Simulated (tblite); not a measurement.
Compound: C5H8BCl3Si.
Numbering: `[CH3:1][C@@:2]1([B:3]([Cl:4])[Cl:5])[CH:6]=[C:7]([Cl:8])[CH2:9][SiH2:10]1` (hydrogens: H11, H12, H13 on C1; H14 on C6; H15, H16 on C9; H17, H18 on Si10)

Computed with GFN2-xTB (tblite), gas phase: L-BFGS steps from a force-field or distance-geometry start until the largest atomic force falls under 0.01 eV/Å.

The end geometry, which sets the zero of energy:
```
atom  x, y, z in Å
C1     -1.4497   -0.4249   -1.3779
C2     -0.6918   -0.1454   -0.0724
B3     -1.6166    0.0780    1.1741
Cl4    -3.2565    0.5797    1.0157
Cl5    -0.9558   -0.0426    2.7660
C6      0.3299   -1.2295    0.1625
C7      1.5933   -0.8968    0.3678
Cl8     2.8307   -2.0709    0.6628
C9      2.0053    0.5405    0.3662
Si10    0.4360    1.4433   -0.2248
H11    -2.0038   -1.3590   -1.3041
H12    -0.7563   -0.5055   -2.2120
H13    -2.1580    0.3724   -1.5870
H14    -0.0087   -2.2538    0.1581
H15     2.3064    0.8373    1.3722
H16     2.8747    0.6876   -0.2741
H17     0.4707    1.8346   -1.6354
H18     0.0414    2.5616    0.6306
```

Task: These geometries come from the run, each turned onto the end geometry. Order them by energy, lowest first.
A.
```
atom  x, y, z in Å
C1     -1.5957   -0.4468   -1.3221
C2     -0.6579   -0.1756   -0.1370
B3     -1.4138    0.0564    1.2188
Cl4    -2.7368    1.1667    1.2920
Cl5    -0.8655   -0.6492    2.6933
C6      0.4136   -1.2280   -0.0248
C7      1.6225   -0.8329    0.3468
Cl8     2.9614   -1.9029    0.5534
C9      1.8619    0.6211    0.6192
Si10    0.4554    1.3964   -0.4072
H11    -2.2683   -1.2716   -1.1057
H12    -1.0423   -0.7053   -2.2182
H13    -2.2011    0.4238   -1.5450
H14     0.1738   -2.2573   -0.2263
H15     1.7476    0.8076    1.6911
H16     2.8794    0.8970    0.3497
H17     0.7588    1.4455   -1.8363
H18    -0.1019    2.6617    0.0465
```
B.
```
atom  x, y, z in Å
C1     -1.4796   -0.4334   -1.3840
C2     -0.6907   -0.1560   -0.0986
B3     -1.5694    0.0879    1.1772
Cl4    -3.1825    0.6839    1.0760
Cl5    -0.8627   -0.0763    2.7477
C6      0.3351   -1.2391    0.1182
C7      1.5863   -0.8970    0.3770
Cl8     2.8294   -2.0592    0.6827
C9      1.9794    0.5454    0.4196
Si10    0.4362    1.4335   -0.2545
H11    -1.9700   -1.4032   -1.3223
H12    -0.8189   -0.4453   -2.2475
H13    -2.2404    0.3269   -1.5372
H14     0.0067   -2.2663    0.0747
H15     2.2114    0.8403    1.4452
H16     2.8861    0.7093   -0.1622
H17     0.5182    1.7766   -1.6756
H18     0.0165    2.5786    0.5520
```
C.
```
atom  x, y, z in Å
C1     -1.4965   -0.4234   -1.3786
C2     -0.6910   -0.1664   -0.0988
B3     -1.5523    0.0841    1.1854
Cl4    -3.1525    0.7195    1.0909
Cl5    -0.8550   -0.1141    2.7534
C6      0.3444   -1.2426    0.1012
C7      1.5901   -0.8916    0.3774
Cl8     2.8282   -2.0548    0.7043
C9      1.9757    0.5523    0.4371
Si10    0.4369    1.4224   -0.2670
H11    -1.9752   -1.4007   -1.3399
H12    -0.8421   -0.4043   -2.2473
H13    -2.2707    0.3302   -1.5046
H14     0.0351   -2.2750    0.0482
H15     2.1931    0.8280    1.4702
H16     2.8877    0.7336   -0.1316
H17     0.5500    1.7194   -1.6964
H18    -0.0147    2.5901    0.4843
```
D.
```
atom  x, y, z in Å
C1     -1.5919   -0.4506   -1.3099
C2     -0.6492   -0.2109   -0.1240
B3     -1.3844    0.0709    1.2506
Cl4    -2.6303    1.2557    1.2661
Cl5    -0.8789   -0.6562    2.7201
C6      0.4373   -1.2509   -0.0413
C7      1.6371   -0.8383    0.3362
Cl8     2.9659   -1.9089    0.5203
C9      1.8167    0.6231    0.6167
Si10    0.4479    1.3653   -0.4591
H11    -2.3130   -1.2221   -1.0603
H12    -1.0378   -0.7525   -2.1974
H13    -2.1340    0.4660   -1.5234
H14     0.2086   -2.2834   -0.2588
H15     1.6140    0.8220    1.6739
H16     2.8102    0.9846    0.3713
H17     0.8461    1.4271   -1.8689
H18    -0.1730    2.5654    0.0761
```
E.
```
atom  x, y, z in Å
C1     -1.5445   -0.4084   -1.3478
C2     -0.6758   -0.1378   -0.1113
B3     -1.5109    0.0476    1.2164
Cl4    -3.0512    0.8301    1.2009
Cl5    -0.8786   -0.4311    2.7487
C6      0.3645   -1.2213    0.0529
C7      1.5962   -0.8633    0.3808
Cl8     2.8581   -2.0005    0.6840
C9      1.9440    0.5889    0.4973
Si10    0.4683    1.4237   -0.3770
H11    -2.0428   -1.3696   -1.2583
H12    -0.9405   -0.4237   -2.2485
H13    -2.3027    0.3565   -1.4686
H14     0.0626   -2.2542   -0.0411
H15     2.0048    0.8638    1.5530
H16     2.9270    0.7872    0.0682
H17     0.6992    1.5608   -1.8193
H18     0.0136    2.6580    0.2580
```

Result: B (0.004 eV), C (0.009 eV), E (0.035 eV), A (0.104 eV), D (0.184 eV).

In the order of the answer:

| step | E above end (eV) | largest force (eV/Å) | rms force component (eV/Å) | rms distance from end (Å) | rms bond change (Å) | bond most changed (Å) |
| --- | --- | --- | --- | --- | --- | --- |
| 70 | 0.004 | 0.04 | 0.013 | 0.080 | 0.001 | B3–Cl5 +0.002 |
| 57 | 0.009 | 0.05 | 0.020 | 0.112 | 0.001 | B3–Cl4 +0.002 |
| 36 | 0.035 | 0.16 | 0.050 | 0.245 | 0.004 | C2–B3 +0.011 |
| 17 | 0.104 | 0.19 | 0.055 | 0.428 | 0.004 | C2–Si10 -0.009 |
| 4 | 0.184 | 0.52 | 0.132 | 0.473 | 0.007 | C2–B3 +0.016 |

The cost below is that of the whole relaxation. Time: 1.0 s of wall time. Hardware: one thread of an Arm Neoverse V2, on a shared host.
